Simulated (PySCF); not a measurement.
**How the method changes the constants of NaCd⁻**

State: ¹Σ⁺ (singlet), closed shell. Set-up: basis Na def2-SVPD, Cd def2-SVPD with ECP28; scalar-relativistic core potentials; PySCF 2.14. De refers to Na⁻ + Cd in their ground configurations, without counterpoise correction. A positive dipole points towards Cd; it is taken about the centre of mass and depends on that origin.

```tsv
Level	Re (Å)	ωe (cm⁻¹)	De (eV)	μ (D)
RHF-MP2	3.807	52.0	n/a	n/a
RHF-SCS-MP2	3.982	42.6	n/a	n/a
RHF-CCSD	4.083	35.9	0.103	n/a
RHF-CCSD(T)	3.860	47.5	0.141	n/a
PBE	3.735	58.5	0.312	11.58
r²SCAN	3.672	62.5	n/a	11.24
TPSSh	3.859	50.8	0.228	12.44
B3LYP	3.786	54.3	0.244	11.52
PBE0	3.821	55.1	0.262	11.96
B97-3	3.945	50.9	0.232	12.31
LC-ωPBE	4.113	42.2	n/a	13.66
```

Which functional lies closest to RHF-CCSD(T) in De, which farthest, and by how much do they differ from it?

Closest is TPSSh (-0.1 pm in Re, +6.9 % in ωe, +0.09 eV in De against RHF-CCSD(T) in the same basis), farthest PBE (-12.5 pm in Re, +23.2 % in ωe, +0.17 eV in De). CCSD(T) converges more slowly with the basis than the functionals do and binds too weakly in this one, so the order can change at the basis-set limit.

What does a quarter of exact exchange do here, going from PBE to PBE0?

PBE0 less PBE: +8.6 pm in Re, -5.8 % in ωe, -0.05 eV in De. Exact exchange removes part of the self-interaction that spreads semilocal densities, and in most molecules shortens and stiffens the bond and lowers De; here Re and ωe go the other way.

Correlated steps freeze 1 core orbital. Closed-shell solutions of metal pairs were not tested for spin polarisation, which can lower them a little. The bond is weak. Basis-set superposition, not corrected here, can be much of De in a small basis, most of all at correlated wavefunction levels. For an ion De counts to the pair picked by the measured ionisation energies or electron affinities, which need not be the lowest pair at this level. The highest Kohn–Sham level is positive in this anion. Much of that is self-interaction error, but it also means that the finite basis helps to hold the extra electron.

The whole job (state search and all levels along the bond) took about 2.8 min on 1 thread of Arm Neoverse V1 (shared host), peak memory 0.7 GiB.
